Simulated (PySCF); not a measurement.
A series of derivatives of CCC[SiH](F)F

Parent skeleton `[CH3:1][CH2:2][CH2:3][SiH:4]([F:5])[F:6]`; one hydrogen on atom 2 is replaced by X. Hydrogens on one atom are averaged.

PySCF 2.14 calculation with PBE0/pcSseg-1 with gauge-including orbitals and geometry: GFN2-xTB; gas phase, no relativistic terms, averaged over atoms made equivalent by symmetry, fast rotation or ring inversion, single conformer.

References, each an isolated molecule treated in the same way: 13C (σref 186.93) and 29Si (σref 349.16) and 1H (σref 31.72) vs TMS; 19F (σref 170.95) against CFCl3.

Parent (X = H): C1 20.4, C2 17.9, C3 22.3, Si4 -2.9, F5 -158.7, F6 -158.7, H(C1) 1.12, H(C2) 1.34, H(C3) 0.87 ppm. Effects are Δδ = δ(X) − δ(H), positive for deshielding.

Four derivatives gave (Δδ, ppm):
```csv
compound,C1,C2,C3,Si4,F5,F6,H(C1),H(C2),H(C3)
1,+2.5,+18.6,+2.7,-45.0,-13.9,+36.0,-0.06,+0.25,-0.22
2,-0.7,+20.0,-1.3,-3.8,-6.6,+8.4,+0.19,+1.18,+0.17
3,+5.0,+5.1,+6.5,-0.5,-6.9,+4.0,+0.13,+1.49,+0.50
4,+2.3,+59.9,+8.8,-13.2,+12.0,-21.2,+0.13,+2.40,+0.46
```

Their substituents are CF3, CH2NH2, OC2H5, ethynyl. Which is which?

Answers

1: X = CH2NH2 (C[C@@H](CN)C[SiH](F)F); 2: X = CF3 (C[C@@H](C[SiH](F)F)C(F)(F)F); 3: X = ethynyl (C#C[C@@H](C)C[SiH](F)F); 4: X = OC2H5 (CCO[C@@H](C)C[SiH](F)F).

Unscaled 19F shifts against computed CFCl3 carry errors that often reach 10 to 50 ppm.
